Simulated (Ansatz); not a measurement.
One change: `[CH3][AlH][NH]C[SiH3]` becomes `CBNC[SiH3]`.

Ansatz, PBE0-D4/def2-TZVP geometries, multiplicity 1. Each molecule was computed in one conformer, which needn't be the lowest.

```csv
property,`[CH3][AlH][NH]C[SiH3]`
HOMO energy (PBE0/def2-TZVPP) / eV,-6.58
HOMO–LUMO gap (B3LYP/def2-TZVPP) / eV,5.84
size of the dipole moment (B3LYP/def2-TZVPP) / D,0.98
HOMO energy (ωB97M-V/def2-TZVPP) / eV,-8.85
LUMO energy (B3LYP/def2-TZVPP) / eV,-0.54
HOMO energy (PBE/def2-TZVPP) / eV,-5.39
```

Q: What does the change do to each property? (Best estimate.)

A: The calculation gave: 
```tsv
property	`CBNC[SiH3]`	shift
HOMO energy (PBE0/def2-TZVPP) / eV	-7.32	-0.74
HOMO–LUMO gap (B3LYP/def2-TZVPP) / eV	7.36	1.52
size of the dipole moment (B3LYP/def2-TZVPP) / D	1.22	0.24
HOMO energy (ωB97M-V/def2-TZVPP) / eV	-9.59	-0.74
LUMO energy (B3LYP/def2-TZVPP) / eV	0.25	0.79
HOMO energy (PBE/def2-TZVPP) / eV	-6.12	-0.73
```

With PBE0 the HOMO falls by 0.74 eV and the LUMO rises by 0.82 eV, so the gap widens by about 1.56 eV. PBE moves the HOMO by -0.73 eV and ωB97M-V by -0.74 eV. Dipoles are sizes alone; their direction can turn.

B3LYP here is the variant with VWN-RPA as its local correlation; programs differ in this.
